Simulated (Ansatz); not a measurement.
A made-up structure of B₂H₃Br, singlet:

```xyz
6
angstrom
B -0.2506 0.0152 -0.8451
B 0.1721 -0.3014 0.7128
Br 0.6762 1.2808 1.6748
H -0.2971 -0.5877 1.7230
H 0.5639 0.0322 -1.7235
H 0.2147 -1.3237 1.3240
```

It is relaxed with PBE-D4/def2-SVP and then PBE0-D4/def2-TZVP (Ansatz 0.2.0). Atoms count as bonded within 1.22 times the sum of their covalent radii (H–H: 0.88 Å). The end point is not checked to be a true minimum.

(1) Does its bonding change? (A judgement: the text doesn't fix the answer.)

## Answers

(1) By the calculation: Yes. Formed: B1–Br3; broken: B2–Br3.

Where it ends: The first stage lowers the energy by 3.81 eV in 14 steps. It ends as B₂H₃Br ([BH2][BH][Br]):
```xyz
6
angstrom
B 0.3339 0.2899 -0.1655
B -0.1106 -0.8294 0.9548
Br 1.1672 1.8278 0.6241
H -1.1818 -0.7878 1.4898
H 0.2266 0.3023 -1.3524
H 0.6438 -1.6875 1.3151
```

Labels in which every atom is bracketed show which atoms are joined, not bond orders.

For scale, one of the runs: PBE0-D4/def2-TZVP relaxation, 128 basis functions, launched by `ansatz run in.yaml --threads 2 --pin off --events-out ev --progress --plain --max-ram 4352MiB`. The run took about 32 s on 2 CPU threads of an Intel Xeon Platinum 8259CL (shared host).
